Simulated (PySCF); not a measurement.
# Correlation energy of Zr (zirconium, neutral)

[Kr] 4d4, high-spin 5D determinant (an excited configuration). Calculation: PySCF 2.14, in aug-cc-pVTZ-PP with ECP28MDF (6s6p5d3f2g, 88 functions); scalar relativity through the core potential. Frozen: 4s2 4p6; 4 electrons correlated.

```json
{"level": "CCSD", "correlation energy (mhartree)": "-47.43"}
{"level": "(T)", "correlation energy (mhartree)": "-1.97"}
{"level": "CCSD(T)", "correlation energy (mhartree)": "-49.40"}
```

Diagnostics: T1 = 0.015, D1 = 0.0227, largest double amplitude 0.032.

Cost of the coupled-cluster step: roughly 16 core-seconds, for 4 correlated electrons.

Iterations:

```
CC2 = 0
CCSD nocc = (np.int64(4), np.int64(0)), nmo = (84, 84)
frozen orbitals [[0, 1, 2, 3], [0, 1, 2, 3]]
max_cycle = 100
direct = 0
conv_tol = 1e-08
conv_tol_normt = 1e-06
diis_space = 8
diis_start_cycle = 0
Init t2, MP2 energy = -0.0384050988527291
Init E_corr(UCCSD) = -0.0384050988563587
cycle = 1  E_corr(UCCSD) = -0.0447763662059435  dE = -0.00637126735  norm(t1,t2) = 0.0439601
cycle = 2  E_corr(UCCSD) = -0.0462401926909719  dE = -0.00146382649  norm(t1,t2) = 0.021728
cycle = 3  E_corr(UCCSD) = -0.047432572340047  dE = -0.00119237965  norm(t1,t2) = 0.0134688
cycle = 4  E_corr(UCCSD) = -0.0473888657556381  dE = 4.37065844e-05  norm(t1,t2) = 0.00572266
cycle = 5  E_corr(UCCSD) = -0.0473685013963307  dE = 2.03643593e-05  norm(t1,t2) = 0.00714542
cycle = 6  E_corr(UCCSD) = -0.0473782800420406  dE = -9.77864571e-06  norm(t1,t2) = 0.00380096
cycle = 7  E_corr(UCCSD) = -0.047426680838994  dE = -4.8400797e-05  norm(t1,t2) = 0.00135428
cycle = 8  E_corr(UCCSD) = -0.0474274991216234  dE = -8.18282629e-07  norm(t1,t2) = 0.000584567
cycle = 9  E_corr(UCCSD) = -0.0474284343110911  dE = -9.35189468e-07  norm(t1,t2) = 0.000305141
cycle = 10  E_corr(UCCSD) = -0.0474292282999772  dE = -7.93988886e-07  norm(t1,t2) = 0.000107534
cycle = 11  E_corr(UCCSD) = -0.047429727239057  dE = -4.9893908e-07  norm(t1,t2) = 4.6223e-05
cycle = 12  E_corr(UCCSD) = -0.047429254969491  dE = 4.72269566e-07  norm(t1,t2) = 1.84028e-05
cycle = 13  E_corr(UCCSD) = -0.0474290319101256  dE = 2.23059365e-07  norm(t1,t2) = 8.36486e-06
cycle = 14  E_corr(UCCSD) = -0.0474290148162406  dE = 1.7093885e-08  norm(t1,t2) = 3.90668e-06
cycle = 15  E_corr(UCCSD) = -0.0474290584774576  dE = -4.3661217e-08  norm(t1,t2) = 1.85137e-06
cycle = 16  E_corr(UCCSD) = -0.0474290688468064  dE = -1.03693489e-08  norm(t1,t2) = 1.05754e-06
cycle = 17  E_corr(UCCSD) = -0.0474290690133302  dE = -1.66523788e-10  norm(t1,t2) = 1.10036e-06
cycle = 18  E_corr(UCCSD) = -0.0474290691599867  dE = -1.46656479e-10  norm(t1,t2) = 1.1271e-06
cycle = 19  E_corr(UCCSD) = -0.0474290679799791  dE = 1.18000757e-09  norm(t1,t2) = 1.11729e-06
cycle = 20  E_corr(UCCSD) = -0.0474290671235423  dE = 8.56436824e-10  norm(t1,t2) = 1.12411e-06
cycle = 21  E_corr(UCCSD) = -0.0474290694239426  dE = -2.30040026e-09  norm(t1,t2) = 1.13861e-06
cycle = 22  E_corr(UCCSD) = -0.0474290698008886  dE = -3.76946044e-10  norm(t1,t2) = 1.13555e-06
cycle = 23  E_corr(UCCSD) = -0.0474290668747679  dE = 2.92612067e-09  norm(t1,t2) = 1.15666e-06
cycle = 24  E_corr(UCCSD) = -0.0474290707971014  dE = -3.92233347e-09  norm(t1,t2) = 1.17112e-06
cycle = 25  E_corr(UCCSD) = -0.0474290705054176  dE = 2.91683858e-10  norm(t1,t2) = 1.32168e-06
cycle = 26  E_corr(UCCSD) = -0.0474290713849603  dE = -8.79542696e-10  norm(t1,t2) = 1.01388e-06
cycle = 27  E_corr(UCCSD) = -0.047429072129941  dE = -7.44980778e-10  norm(t1,t2) = 4.22788e-07
UCCSD converged
E(UCCSD) = -46.26162821615712  E_corr = -0.04742907212994103
UCCSD(T) correction = -0.00197306718843878
```
